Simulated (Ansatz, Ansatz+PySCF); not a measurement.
```yaml
atoms:
  - { symbol: C, position_ang: [0.0000, 0.0043, -0.7218] }
  - { symbol: C, position_ang: [0.0000, -0.0043, 0.7218] }
  - { symbol: C, position_ang: [0.0000, 1.3235, -1.6493] }
  - { symbol: C, position_ang: [0.0000, -1.3235, 1.6493] }
  - { symbol: H, position_ang: [0.0000, -1.0380, -1.2894] }
  - { symbol: H, position_ang: [0.0000, 1.0380, 1.2894] }
  - { symbol: H, position_ang: [0.0000, 2.3178, -0.9984] }
  - { symbol: H, position_ang: [0.9537, 1.3517, -2.3632] }
  - { symbol: H, position_ang: [-0.9537, 1.3517, -2.3632] }
  - { symbol: H, position_ang: [0.0000, -2.3178, 0.9984] }
  - { symbol: H, position_ang: [0.9537, -1.3517, 2.3632] }
  - { symbol: H, position_ang: [-0.9537, -1.3517, 2.3632] }
```

Basis set: def2-SVP (spherical functions). Correlated methods keep 4 orbitals frozen. Charge 0, multiplicity 1.

Computed with Ansatz (development build ahead of 0.2.0); each method stands on the lowest determinant of its kind that the runs found. Restricted open shells among the atoms or ions are ROHF, correlated in semicanonical orbitals with singles.

(1) Give the atomization energy at this shape (free ground-state atoms in the same class of orbitals less the molecule, no zero-point energy) of singlet C₄H₈ by RHF-MP2, UHF-MP2, UHF, RHF.

Answers

(1)

| method | atomization energy |
| --- | --- |
| RHF-MP2 | 4537.1 kJ/mol |
| UHF-MP2 | 4483.4 kJ/mol |
| UHF | 3558.4 kJ/mol |
| RHF | 3590.0 kJ/mol |

Caution: the shape is not the minimum. Caution for UHF-MP2: another reference gives a lower total. Caution for UHF-MP2, UHF: the determinant breaks the point group; the unrestricted determinant is spin contaminated.
